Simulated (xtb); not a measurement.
xtb input (GFN2-xTB):

```bash
xtb mol.xyz --gfn 2 --ohess tight --chrg -1 --uhf 0
```
mol.xyz:
```
10

Si    -0.08852876     0.08028412     0.72622919
N     -0.44171268     1.48677387    -0.27422801
N     -0.97724590    -1.35662574     0.20051546
N      1.66525259    -0.33034231     0.74915273
H     -1.47901678     1.62397187    -0.22237056
H     -0.14151139     1.15307285    -1.29118399
H     -0.71225350    -1.48442429    -0.78760340
H     -2.02927476    -1.12326666     0.21141670
H      2.17719533     0.50191694     1.03736286
H      1.96189372    -0.45183095    -0.25289188
```

Output:

```
           -------------------------------------------------
          |                Calculation Setup                |
           -------------------------------------------------

           -------------------------------------------------
          |                 G F N 2 - x T B                 |
           -------------------------------------------------

        Reference                      10.1021/acs.jctc.8b01176
      * Hamiltonian:
        H0-scaling (s, p, d)           1.850000    2.230000    2.230000
        zeta-weighting                 0.500000
      * Dispersion:
        s8                             2.700000
        a1                             0.520000
        a2                             5.000000
        s9                             5.000000
      * Repulsion:
        kExp                           1.500000    1.000000
        rExp                           1.000000
      * Coulomb:
        alpha                          2.000000
        third order                    shell-resolved
        anisotropic                    true
        a3                             3.000000
        a5                             4.000000
        cn-shift                       1.200000
        cn-exp                         4.000000
        max-rad                        5.000000

          ...................................................
          :                      SETUP                      :
          :.................................................:
          :  # basis functions                  28          :
          :  # atomic orbitals                  27          :
          :  # shells                           15          :
          :  # electrons                        26          :
          :  max. iterations                   250          :
          :  Hamiltonian                  GFN2-xTB          :
          :  restarted?                      false          :
          :  GBSA solvation                  false          :
          :  PC potential                    false          :
          :  electronic temp.          300.0000000     K    :
          :  accuracy                    1.0000000          :
          :  -> integral cutoff          0.2500000E+02      :
          :  -> integral neglect         0.1000000E-07      :
          :  -> SCF convergence          0.1000000E-05 Eh   :
          :  -> wf. convergence          0.1000000E-03 e    :
          :  Broyden damping             0.4000000          :
          :  net charge                         -1          :
          :  unpaired electrons                  0          :
          ...................................................

 iter      E             dE          RMSdq      gap      omega  full diag
   1    -13.6633836 -0.136634E+02  0.846E+00    4.47       0.0  T
   2    -13.7540287 -0.906451E-01  0.774E+00    4.44       1.0  T
   3    -13.7643890 -0.103602E-01  0.482E+00    4.59       1.0  T
   4    -13.7649561 -0.567120E-03  0.738E-01    4.72       1.0  T
   5    -13.7650491 -0.930180E-04  0.265E-01    4.74       1.0  T
   6    -13.7650473  0.180789E-05  0.109E-01    4.75       1.0  T
[...]
     1  14 Si       4   7 N                                       1.7901421
     2   7 N        5   1 H                                       1.0153372
     2   7 N        6   1 H                                       1.0253352
     3   7 N        7   1 H                                       1.0236877
     3   7 N        8   1 H                                       1.0154723
     4   7 N        9   1 H                                       1.0136308 (min)
     4   7 N       10   1 H                                       1.0234230

 * 2 distinct bonds (by element types)

   Z      Z             #   av. dist./Å        max./Å        min./Å
   1 H    7 N           6     1.0194810     1.0253352     1.0136308
   7 N   14 Si          3     1.8062105     1.8249824     1.7901421

           -------------------------------------------------
          |               Frequency Printout                |
           -------------------------------------------------
 projected vibrational frequencies (cm⁻¹)
eigval :       -0.00    -0.00    -0.00     0.00     0.00     0.00
eigval :      124.63   168.98   184.46   214.82   224.72   284.59
eigval :      571.52   601.66   645.37   664.31   718.62   727.28
eigval :      803.86   830.27   880.53  1595.55  1605.66  1607.85
eigval :     3180.76  3202.53  3217.33  3373.13  3378.99  3407.69
 reduced masses (amu)
   1: 15.50   2: 15.14   3: 14.71   4: 17.81   5: 15.43   6: 13.20   7:  1.97   8:  1.76
   9:  2.70  10: 11.09  11: 11.94  12: 15.05  13: 14.79  14: 11.02  15: 12.13  16: 10.11
  17:  5.24  18:  9.12  19:  2.54  20:  4.73  21:  5.16  22:  2.20  23:  2.19  24:  2.12
  25:  1.76  26:  1.77  27:  1.72  28:  1.86  29:  1.85  30:  1.85
 IR intensities (km·mol⁻¹)
   1:  6.13   2:  9.00   3:  9.53   4: 11.51   5:  6.61   6:  9.10   7: 20.07   8:  3.68
   9: 35.69  10: 17.42  11:  1.15  12: 16.60  13:162.02  14:136.50  15:166.89  16: 12.91
  17:140.32  18: 73.44  19: 29.47  20: 48.54  21:143.63  22:  0.96  23:  5.05  24:  3.14
  25:150.79  26: 84.85  27:489.14  28: 26.33  29:180.22  30: 69.00
 Raman intensities (Ä⁴*amu⁻¹)
   1:  0.00   2:  0.00   3:  0.00   4:  0.00   5:  0.00   6:  0.00   7:  0.00   8:  0.00
   9:  0.00  10:  0.00  11:  0.00  12:  0.00  13:  0.00  14:  0.00  15:  0.00  16:  0.00
  17:  0.00  18:  0.00  19:  0.00  20:  0.00  21:  0.00  22:  0.00  23:  0.00  24:  0.00
  25:  0.00  26:  0.00  27:  0.00  28:  0.00  29:  0.00  30:  0.00
 output can be read by thermo (or use thermo option).
 writing <g98.out> molden fake output.
 recommended (thermochemical) frequency scaling factor: 1.0
           -------------------------------------------------
          |             Thermodynamic Functions             |
           -------------------------------------------------

c1  symmetry found (for desy threshold:  0.10E+00) used in thermo

          ...................................................
          :                      SETUP                      :
          :.................................................:
          :  # frequencies                          24      :
          :  # imaginary freq.                       0      :
          :  linear?                             false      :
          :  only rotor calc.                    false      :
          :  symmetry                               c1      :
          :  rotational number                       1      :
          :  scaling factor                  1.0000000      :
          :  rotor cutoff                   50.0000000 cm⁻¹ :
          :  imag. cutoff                  -20.0000000 cm⁻¹ :
          :.................................................:

    mode    ω/cm⁻¹     T·S(HO)/kcal·mol⁻¹    T·S(FR)/kcal·mol⁻¹   T·S(vib)
   ------------------------------------------------------------------------
       1    124.63    -0.90257 ( 97.48%)    -0.78558 (  2.52%)    -0.89962
       2    168.98    -0.72950 ( 99.24%)    -0.69550 (  0.76%)    -0.72924
Note: The following floating-point exceptions are signalling: IEEE_UNDERFLOW_FLAG IEEE_DENORMAL
normal termination of xtb
       3    184.46    -0.68061 ( 99.46%)    -0.66956 (  0.54%)    -0.68055
       4    214.82    -0.59700 ( 99.71%)    -0.62447 (  0.29%)    -0.59708
       5    224.72    -0.57266 ( 99.76%)    -0.61112 (  0.24%)    -0.57275
       6    284.59    -0.44898 ( 99.90%)    -0.54120 (  0.10%)    -0.44907
   ------------------------------------------------------------------------

   temp. (K)  partition function   enthalpy   heat capacity  entropy
                                   cal/mol     cal/K/mol   cal/K/mol   J/K/mol
 298.15  VIB   29.2                 2766.243     18.414     15.976
         ROT  0.727E+05              888.752      2.981     25.228
         INT  0.213E+07             3654.996     21.395     41.203
         TR   0.643E+27             1481.254      4.968     38.888
         TOT                        5136.2497    26.3632    80.0915   335.1028

       T/K    H(0)-H(T)+PV         H(T)/Eh          T*S/Eh         G(T)/Eh
   ------------------------------------------------------------------------
    298.15    0.818513E-02    0.815766E-01    0.380541E-01    0.435225E-01
   ------------------------------------------------------------------------

         :::::::::::::::::::::::::::::::::::::::::::::::::::::
         ::                  THERMODYNAMIC                  ::
         :::::::::::::::::::::::::::::::::::::::::::::::::::::
         :: total free energy         -13.640632441406 Eh   ::
         ::.................................................::
         :: total energy              -13.684154973336 Eh   ::
         :: zero point energy           0.073391451804 Eh   ::
         :: G(RRHO) w/o ZPVE           -0.029868919874 Eh   ::
         :: G(RRHO) contrib.            0.043522531930 Eh   ::
         :::::::::::::::::::::::::::::::::::::::::::::::::::::

optimized geometry written to: xtbopt.xyz

           -------------------------------------------------
          | TOTAL ENERGY              -13.684154973336 Eh   |
          | TOTAL ENTHALPY            -13.602578386654 Eh   |
          | TOTAL FREE ENERGY         -13.640632441406 Eh   |
          | GRADIENT NORM               0.000186766104 Eh/α |
          | HOMO-LUMO GAP               4.577676124610 eV   |
           -------------------------------------------------

------------------------------------------------------------------------
------------------------------------------------------------------------
 total:
 SCF:
 ANC optimizer:
 analytical hessian:
```

It need not be the lowest isomer of its formula. Whether it binds its extra electron was not tested at this geometry.
